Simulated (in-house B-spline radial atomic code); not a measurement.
Checks on a self-consistent run for the xenon ion Xe⁶⁺, [Ar] 3d9 4s2 4p6 4d10 5s2 7f1. Computed with a radial B-spline atomic code at the basis-set limit: Dirac-Hartree-Fock, average of configuration, Fermi nucleus of rms radius 4.7859 fm.

```json
{"orbital": "1s1/2", "q": "2", "ε (Eh)": "-1282.53573", "<1/r>": "58.1095", "<r²>": "0.000963472", "small-component weight": "0.039644"}
{"orbital": "2s1/2", "q": "2", "ε (Eh)": "-207.71633", "<1/r>": "13.618", "<r²>": "0.0153796", "small-component weight": "0.0085388"}
{"orbital": "2p1/2", "q": "2", "ε (Eh)": "-194.94002", "<1/r>": "13.5592", "<r²>": "0.0114008", "small-component weight": "0.0085242"}
{"orbital": "2p3/2", "q": "4", "ε (Eh)": "-182.95805", "<1/r>": "12.4715", "<r²>": "0.0126696", "small-component weight": "0.0080825"}
{"orbital": "3s1/2", "q": "2", "ε (Eh)": "-47.59953", "<1/r>": "4.91864", "<r²>": "0.104852", "small-component weight": "0.002599"}
{"orbital": "3p1/2", "q": "2", "ε (Eh)": "-42.24547", "<1/r>": "4.81903", "<r²>": "0.0998222", "small-component weight": "0.0025292"}
{"orbital": "3p3/2", "q": "4", "ε (Eh)": "-39.87479", "<1/r>": "4.55305", "<r²>": "0.107352", "small-component weight": "0.0024129"}
{"orbital": "3d3/2", "q": "3.6", "ε (Eh)": "-30.78822", "<1/r>": "4.37759", "<r²>": "0.0912729", "small-component weight": "0.0022593"}
{"orbital": "3d5/2", "q": "5.4", "ε (Eh)": "-30.29199", "<1/r>": "4.30941", "<r²>": "0.0935", "small-component weight": "0.0022247"}
{"orbital": "4s1/2", "q": "2", "ε (Eh)": "-12.18778", "<1/r>": "1.997", "<r²>": "0.555817", "small-component weight": "0.00075725"}
{"orbital": "4p1/2", "q": "2", "ε (Eh)": "-10.17054", "<1/r>": "1.89042", "<r²>": "0.603562", "small-component weight": "0.00069514"}
{"orbital": "4p3/2", "q": "4", "ε (Eh)": "-9.67262", "<1/r>": "1.80991", "<r²>": "0.643725", "small-component weight": "0.00066226"}
{"orbital": "4d3/2", "q": "4", "ε (Eh)": "-6.33728", "<1/r>": "1.62575", "<r²>": "0.777572", "small-component weight": "0.0005623"}
{"orbital": "4d5/2", "q": "6", "ε (Eh)": "-6.25186", "<1/r>": "1.60376", "<r²>": "0.794973", "small-component weight": "0.00055203"}
{"orbital": "5s1/2", "q": "2", "ε (Eh)": "-3.78606", "<1/r>": "0.829803", "<r²>": "2.80234", "small-component weight": "0.00018864"}
{"orbital": "7f5/2", "q": "0.42857", "ε (Eh)": "-0.60940", "<1/r>": "0.191996", "<r²>": "68.107", "small-component weight": "2.7227e-05"}
{"orbital": "7f7/2", "q": "0.57143", "ε (Eh)": "-0.60884", "<1/r>": "0.191765", "<r²>": "68.2443", "small-component weight": "2.7168e-05"}
```

Electron-electron repulsion V_ee = 2541.0514 hartree.

(1) What total energy follows from the eigenvalues?

(2) Does the Dirac virial theorem hold?

(3) What diamagnetic shielding (Lamb formula) and susceptibility (Langevin formula) do the radii give?

Answers

(1) The eigenvalues count the repulsion twice, so E = Σqε - V_ee = -4870.268 - 2541.051 = -7411.320 hartree; the run printed -7411.320.

(2) For a point nucleus E = -2c²Σq·w, with w the small-component weight. Here Σq·w = 0.19732 and c = 137.0360, so the ratio E/(-2c²Σq·w) is 1.000065; the finite nucleus accounts for the departure from 1.

(3) σ = (α²/3)Σq<1/r> = 330.168/(3·137.036²) = 5860.6 ppm, and χ = -0.79199×10⁻⁶·Σq<r²> = -69.97×10⁻⁶ cm³/mol with Σq<r²> = 88.342 bohr². Both are non-relativistic formulas without the paramagnetism of open shells; for so heavy an element the full relativistic shielding is larger by tens of per cent.
